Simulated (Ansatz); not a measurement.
`[F][Mg][Br]` + HCl → `[Cl][Mg][Br]` + H–F at 400 K and 1 bar (ligand exchange at a Mg–F bond).

Calculated with Ansatz (gas phase, PBE0-D4/def2-TZVP geometries, no zero-point term in ΔE). CCSD(T)/CBS adds triple-zeta CCSD(T) − MP2 to the extrapolated MP2 energy (def2 sets, frozen cores). This one scheme is used for every species. For Br, Mg outer-core shells are correlated without core-valence functions, which leaves a few kJ/mol of doubt a bond. Scalar relativity is left out up to krypton.

```csv
species,CCSD(T)/CBS energy (Eh),H − E (kJ/mol),S (J/(mol·K))
`[F][Mg][Br]`,-2873.15166,27.3,293.4
HCl,-460.38127,29.6,195.4
`[Cl][Mg][Br]`,-3233.14611,26.4,306.4
H–F,-100.39570,36.5,182.2
```

H − E and S are ideal-gas, rigid-rotor, harmonic terms from PBE0-D4/def2-TZVP. 1 Eh = 2625.50 kJ/mol, R = 8.31446 J/(mol·K).

Q: By hand: ΔE, ΔH, ΔS and ΔG.

A: ΔE = (-3233.14611) + (-100.39570) − (-2873.15166) − (-460.38127) = -0.00888 Eh = -23.3 kJ/mol. Δ(H − E) = 26.4 + 36.5 − 27.3 − 29.6 = 6.0, so ΔH = -17.3 kJ/mol. ΔS = 306.4 + 182.2 − 293.4 − 195.4 = -0.2 J/(mol·K). ΔG = -17.3 − 400 × (-0.2)/1000 = -17.2 kJ/mol.

Q: By hand: the equilibrium constant, and the temperature at which ΔG would vanish if ΔH and ΔS stayed fixed.

A: log₁₀ K = −ΔG/(RT ln 10) = 2.2. ΔG = 0 at ΔH/ΔS = 86500 K, far beyond where these terms or the molecules hold.

The number of gas molecules stays the same, so ΔS is small and ΔH decides. A doubt of 5 kJ/mol in ΔE shifts log₁₀ K by 0.7 here. These are equilibria of isolated gas molecules and say nothing of rates. Largest T1 diagnostic: 0.009 (customary marks: 0.02 for closed shells, 0.045 for open ones).
